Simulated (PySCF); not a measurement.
## Vertical excitation energies

Compound: 2-bromoethanol, C₂H₅BrO.
Numbering: `[OH:1][CH2:2][CH2:3][Br:4]` (hydrogens: H5 on O1; H6, H7 on C2; H8, H9 on C3)

Theory: TDDFT B3LYP/def2-SVPD, vertical, gas phase, core orbitals frozen in the response in PySCF 2.14.0, density-fitted response routines. Geometry: PBE0-D3(BJ)/def2-SVP, one conformer, isolated molecule. Relativistic effects, spin–orbit coupling among them, are left out although an element past zinc is present. Torsions of this conformer, `[OH:1][CH2:2][CH2:3][Br:4]`: O1–C2–C3–Br4 -62°, H–O1–C2–C3 58°.

Task: What does the calculation give for the low-lying excited states?

Result: 

```
state  E (eV)  E (kJ/mol)  λ (nm)       f  main configurations (H = HOMO, L = LUMO)
   S1    6.07         586   204.2  0.0011                    H→L (85%), H-1→L (12%)
   S2    6.17         596   200.8  0.0031                    H-1→L (84%), H→L (10%)
   S3    6.62         639   187.2  0.0013                               H-2→L (93%)
   S4    7.15         690   173.4   0.014                               H→L+1 (93%)
   S5    7.30         704   169.9   0.033                             H-1→L+1 (94%)
   S6    7.58         731   163.7   0.080                             H-2→L+1 (78%)
```

The lowest singlet lies at 6.07 eV (204 nm, ultraviolet) and is very weak; its leading configuration is HOMO→LUMO (85%). The most intense listed level is S6 at 7.58 eV (164 nm, f = 0.080), 1.50 eV above S1. It is the last of those listed, so stronger ones may follow. Löwdin shares by element: HOMO bromine 54%, oxygen 22%, carbon 18%; LUMO bromine 58%, carbon 28% or more. The listed states span 1.50 eV, and the widest gap between neighbours is 0.53 eV (S3 to S4). Orbital energies (eV): HOMO-3 -9.56, HOMO-2 -8.32, HOMO-1 -8.03, HOMO -7.90, LUMO -0.66, LUMO+1 0.24, LUMO+2 0.84. Of the 6 states listed, 3 reach f = 0.01 and none stays under 0.0005. Singlets were solved by full linear response.
